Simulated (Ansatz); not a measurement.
FGaGeH$_{4}$ (`[F][GeH2][GaH2]`). Charge 0, multiplicity 1.

| atom | x (Å) | y (Å) | z (Å) |
| --- | --- | --- | --- |
| F1 | 1.076 | 1.973 | -0.029 |
| Ge2 | 0.386 | 0.535 | -0.762 |
| Ga3 | -0.591 | -0.856 | 1.007 |
| H4 | -0.625 | 1.073 | -1.798 |
| H5 | 1.559 | -0.115 | -1.526 |
| H6 | -0.525 | -0.403 | 2.505 |
| H7 | -1.280 | -2.207 | 0.603 |

What are the harmonic wavenumbers in cm⁻¹ at PBE0-D4/def2-TZVP (Ansatz, finite differences of forces, unscaled)? (Best estimate.)

Ansatz gave: 86, 120, 247, 324, 396, 575, 668, 670, 729, 774, 865, 1964, 1986, 2117, 2125.

Is this a minimum?

Yes, all 15 modes are real.

Give the ideal-gas thermochemistry at 298.15 K and 1 bar (rigid rotor, harmonic oscillator; point group Cs, symmetry number 1).

Zero-point energy 81.6 kJ/mol; H(298) − E = 100.3 kJ/mol; entropy 337.9 J/(mol·K), of which translation 172.6, rotation 112.2, vibration 53.2; G(298) − E = -0.5 kJ/mol. Modes under 100 cm⁻¹ are hindered rotations or soft bends, so the harmonic entropy is rough.
